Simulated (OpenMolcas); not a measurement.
Cr4+ among 3 point charges of -2 e arranged as a planar triangle (D3h), 1.82 Å from the ion.

```json
{"Program": "OpenMolcas 26.06", "Method": "SS-CASPT2, IPEA 0.25 Eh, imaginary shift 0.1 Eh (closed shells correlated: 3s 3p)", "Basis": "ANO-RCC-VTZP [6s5p3d2f1g]", "Scalar Hamiltonian": "DKH2, point nucleus", "Active space": "2 electrons in 5 orbitals (3d)", "State averaging": "2S+1 = 3 even, 10 roots; 2S+1 = 1 even, 15 roots", "Spin-orbit coupling": "RASSI with atomic mean-field integrals over the reference wave functions"}
```

**Question.** What is the spin-free ground state (labels of D3, the rotations of D3h)?

**Answer.** 3A2, 1-fold in its orbital part, 95 % from free-ion F terms; it has the highest spin that d2 allows.

**Question.** Where is the first state of the same spin?

**Answer.** 3E at 621 cm-1 above the ground state.

**Question.** What are the lowest two levels with spin-orbit coupling?

**Answer.** A 1-fold level A1, then a 2-fold level E 180 cm-1 above it. Their leading multiplicities are 3 (100 %) and 3 (100 %).

**Question.** What is χT at 300 K, and how does it compare with the textbook value?

**Answer.** The lowest level has 2S+1 = 3, for which the spin-only value is χT = S(S+1) / 2 = 1.000 cm3 K/mol (g = 2). The computed 0.563 at 300 K differs by -0.437, through orbital momentum, spin-orbit coupling and any other state in reach.

Roots that are degenerate in the reference are averaged as groups; the widest CASPT2 spread within a group is 94 cm-1 (the 2-fold group of multiplicity 3 near 5240 cm-1 above the lowest state of its run). Shifts and gaps below about the spread of the groups concerned are not significant. Spin-orbit coupling mixes the spin-free states strongly: the lowest level takes only 69 % from its leading state, 3A2. Free-ion shares, where given, are those of the reference states; single-state CASPT2 does not remix them. This is an electrostatic model: the charges have no orbitals. No measured value stands beside these numbers.
